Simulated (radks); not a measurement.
Problem. The bromine ion Br12+, configuration [Ar] 3d5. Method: scalar-relativistic Kohn-Sham, LDA (Slater exchange, VWN5 correlation), spin-polarised, spherical densities, finite nucleus; open shells are filled with parallel spins first; Fermi nuclear charge, rms radius 4.1629 fm; computed with a radial shooting solver on a logarithmic mesh with Libxc functionals. Some entries of the table are withheld. Estimate them.

orbital,occ.,eigenvalue (eV),<1/r> (bohr^-1),r(max) (bohr)
1s up,1,-13633.22,35.61,0.02796
1s down,1,-13633.08,35.61,0.02795
2s up,1,-2072.578,7.891,0.1595
2s down,1,-2065.129,7.908,0.1593
2p up,3,-1869.660,7.726,0.1275
2p down,3,-1863.939,7.743,0.1273
3s up,1,-541.5853,2.769,0.4702
3s down,1,-531.4732,2.748,0.4715
3p up,3,-476.6711,2.651,(1)
3p down,3,-466.5380,2.628,(2)
3d up,5,-372.4813,2.462,(3)
3d down,0,-361.3177,2.440,(4)
4s up,0,-225.7501,1.247,1.084
4s down,0,-222.5349,1.232,1.094
4p up,0,-203.4934,1.184,1.125
4p down,0,-200.4790,1.169,1.138

Solution. 
(1) 3p up r(max) (bohr): 0.4620
(2) 3p down r(max) (bohr): 0.4637
(3) 3d up r(max) (bohr): 0.3946
(4) 3d down r(max) (bohr): 0.3975
